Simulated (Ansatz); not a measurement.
Vertical singlet–triplet gap (eV) of eight silicon and germanium compounds: PBE beside PBE0, computed with Ansatz (a quantum-chemistry and plane-wave program) for isolated molecules in the bases named; differences from unrounded values. The eight are the first of their class met in an unordered collection, after screening for sound electronic states; none was chosen by its value. Functionals give these values as differences of separate SCF runs (ΔSCF), EOM-CCSD as a root; each molecule has one DFT geometry for both levels.

| molecule | basis | PBE0 | PBE | difference |
|---|---|---|---|---|
| C2H12OSi3, SMILES [Si@@H]([SiH3])(OC)C[SiH3] | def2-SVPD | 5.88 | 5.50 | -0.38 |
| CH4ClFOSi, SMILES OC[Si@@H](F)Cl | def2-SVPD | 5.93 | 5.44 | -0.50 |
| Si(H)2(OMe)(PH2) (CH7OPSi), SMILES O(C)[SiH2]P | def2-SVPD | 5.45 | 5.19 | -0.26 |
| C₂H₇FO₂Si, SMILES C[C@@H](O)[Si@@H](O)F | def2-SVPD | 6.37 | 5.85 | -0.51 |
| FH₆NOSi₂, SMILES [SiH3]N[Si@@H](F)O | def2-TZVPD | 6.15 | 5.76 | -0.39 |
| Ge(H)2(Br)(Me) (CH₅BrGe), SMILES [CH3][GeH2][Br] | def2-SVPD | 5.99 | 5.64 | -0.35 |
| CH13NSi4, SMILES N[Si@@H](C[SiH3])[SiH2][SiH3] | def2-SVPD | 4.97 | 4.58 | -0.40 |
| C2H10O2Si2, SMILES OC[SiH]([SiH3])CO | def2-SVPD | 5.74 | 5.08 | -0.66 |

PBE lies below PBE0 in 8 and above it in 0 of the eight; the mean signed difference is -0.43 and the largest -0.66 eV.
